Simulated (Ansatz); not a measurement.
Relaxation of B$_{2}$H$_{6}$OSi (10 atoms, charge 0, multiplicity 1), to a largest force component of 0.015 eV/Å in at most 40 steps.

Method: Ansatz 0.2.0, RKS PBE0/def2-SVP.

```xyz
10
Properties=species:S:1:pos:R:3:forces:R:3
B -1.305 0.813 0.050 -2.31 1.76 0.04
Si 0.171 -0.232 -0.459 3.02 1.40 -1.10
B 0.816 -1.137 1.102 -2.19 -1.70 0.74
O 1.481 0.783 -1.113 -2.35 -0.77 -0.71
H -2.404 0.650 -0.475 0.22 -0.03 0.42
H -1.230 1.733 0.838 0.03 -0.13 -0.01
H -0.208 -1.222 -1.456 -0.08 -0.81 -0.55
H 1.844 -1.619 1.113 2.14 -0.37 0.40
H -0.011 -1.689 1.852 0.51 0.66 -0.12
H 1.055 1.070 -1.962 1.00 0.00 0.89
```

**Question.** Where does it end, and by what steps?

**Answer.** It converged. The force dipped under the threshold on the way, but the program's further checks kept it going. After 11 steps the energy has fallen by 0.882 eV; H6 moved furthest, 1.04 Å.

| step | energy less start (eV) | largest force component (eV/Å) | accepted |
| --- | --- | --- | --- |
| 0 | 0.0000 | 3.023 | yes |
| 1 | -0.5552 | 1.731 | yes |
| 2 | -0.7511 | 0.556 | yes |
| 3 | -0.8121 | 0.227 | yes |
| 4 | -0.8479 | 0.126 | yes |
| 5 | -0.8687 | 0.097 | yes |
| 6 | -0.8697 | 0.289 | yes |
| 7 | -0.8811 | 0.048 | yes |
| 8 | -0.8818 | 0.013 | yes |
| 9 | -0.8820 | 0.044 | yes |
| 10 | -0.8820 | 0.035 | yes |
| 11 | -0.8822 | 0.005 | yes |

```xyz
10
Properties=species:S:1:pos:R:3
B -1.344 0.931 0.034
Si 0.213 -0.218 -0.512
B 0.763 -1.385 1.018
O 1.529 0.613 -1.144
H -2.322 0.405 0.513
H -1.368 2.132 -0.108
H -0.394 -1.144 -1.545
H 1.870 -1.366 1.500
H -0.058 -2.133 1.495
H 1.318 1.317 -1.764
```

The run took 39 s on 1 thread of Arm Neoverse V2, on a shared host, peak memory 0.18 GiB.
